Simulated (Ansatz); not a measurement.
`C[O][Ga]([SH])[O][SiH3]` + `N[SiH2][SiH2]Cl` → `[SiH3]N[SiH2][SiH2]Cl` + `C[O][Ga]([OH])[SH]`  (ligand exchange at the Si–O bond)

Calculated with Ansatz (gas phase, PBE0-D4/def2-TZVP geometries, no zero-point term in ΔE). CCSD(T)/CBS is the MP2 limit (def2-TZVPP, def2-QZVPP) plus CCSD(T) − MP2 in def2-TZVPP, frozen cores. Functionals use def2-TZVPP. For Ga outer-core shells are correlated without core-valence functions, which leaves a few kJ/mol of doubt a bond. Scalar relativity is left out up to krypton. One conformer a species, not always the lowest.

```
             level  ΔE (kJ/mol)  difference from CCSD(T)/CBS
         r2SCAN-D4         45.3                          0.1
           PBE0-D4         41.4                         -3.8
           ωB97M-V         44.7                         -0.5
            r2SCAN         45.9                          0.7
SCS-MP2/def2-TZVPP         49.0                          3.8
CCSD(T)/def2-TZVPP         46.6                          1.4
    MP2/def2-QZVPP         44.8                         -0.4
      HF/CBS(def2)         65.2                         20.0
     MP2/CBS(def2)         43.9                         -1.3
    CCSD/CBS(def2)         47.6                          2.4
       CCSD(T)/CBS         45.2                            0
```

Largest T1 diagnostic among the species: 0.014.

The D4 term adds −4.9 kJ/mol with B3LYP and −2.5 kJ/mol with PBE0; it sums over pairs of atoms, weighted by their polarisabilities, and B3LYP, whose exchange is more repulsive, gets the larger term. In def2-TZVPP, CCSD(T) changes the Hartree–Fock value by −17.8 kJ/mol (the triples alone add −2.4 kJ/mol) and MP2 by −19.0 kJ/mol.

B3LYP here is the variant with VWN-RPA as its local correlation; programs differ in this.
